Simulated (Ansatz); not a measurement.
Molecule: 1,1,1,3,3-pentafluoropropane, C3H3F5, net charge 0, singlet state. SMILES: FC(F)CC(F)(F)F
Geometry from a B3LYP-D3(BJ)/def2-TZVP (Ansatz, an electronic-structure program) optimisation:
```
C
H 1 1.0898
H 1 1.0898 2 108.80
C 1 1.5127 2 107.43 3 117.73
F 4 1.3419 1 112.84 2 -175.55
F 4 1.3469 5 107.48 1 -121.97
F 4 1.3520 5 107.28 6 -115.07
C 1 1.5154 2 108.48 3 -118.67
F 8 1.3626 1 110.69 2 168.87
F 8 1.3672 9 107.36 1 118.12
H 8 1.0911 9 108.09 10 116.37
```

Wanted: atomisation energy (electronic, to ground-state atoms), in kcal/mol. Cores are frozen in the correlated levels unless marked. UHF or UKS for open shells. Spin-orbit coupling is left out. Non-relativistic unless marked X2C. The coupled-cluster limit lacks core correlation, which all-electron functionals hold. CBS(X,Y): correlation extrapolated as X^-3; Hartree-Fock from the larger set.

```json
[
 {"level": "HF/cc-pVQZ", "program": "Ansatz", "atomisation energy (kcal/mol)": "751.7"},
 {"level": "PBE-D3(BJ)/def2-TZVPD", "program": "Ansatz + dftd3", "atomisation energy (kcal/mol)": "1119.7"},
 {"level": "r2SCAN-D4/def2-TZVPD", "program": "Ansatz + dftd4", "atomisation energy (kcal/mol)": "1082.6"},
 {"level": "B3LYP-D4/def2-TZVPD", "program": "Ansatz + dftd4", "atomisation energy (kcal/mol)": "1066.9"}
]
```

### Question
Estimate the value at CCSD(T)/CBS(cc-pVTZ,cc-pVQZ) as computed with Ansatz.

### Answer
1074.9 kcal/mol, so B3LYP-D4/def2-TZVPD differs from it by -8.0 kcal/mol.
